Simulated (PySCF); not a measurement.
## Working out the excitation energy of Ne²⁺

Ne²⁺ [He] 2s2 2p4 (3P) → Ne²⁺ [He] 2s2 2p3 3s1 (5S). All numbers are calculated (PySCF 2.14, the spin-free X2C one-electron Hamiltonian (Gaussian nucleus), in x2c-TZVPPall with one added diffuse shell each of s, p, d type (6s4p3d1f, 40 functions)). Frozen: 1s2. Energies in hartree (1 hartree = 27.21139 eV):

```json
{"part": "UHF", "Ne²⁺ (lower)": "-126.513784", "Ne²⁺ (upper)": "-125.143602"}
{"part": "CCSD correlation", "Ne²⁺ (lower)": "-0.155530", "Ne²⁺ (upper)": "-0.125767"}
{"part": "(T)", "Ne²⁺ (lower)": "-0.001415", "Ne²⁺ (upper)": "-0.001475"}
```

What does Hartree-Fock give?

(-125.143602) − (-126.513784) = 1.370182 hartree = 37.285 eV.

What do CCSD and CCSD(T) give?

The CCSD correlation energies differ by 0.029763 hartree = 0.810 eV and the triples by -0.000060 hartree = -0.002 eV, so CCSD gives 38.095 eV and CCSD(T) 38.093 eV.
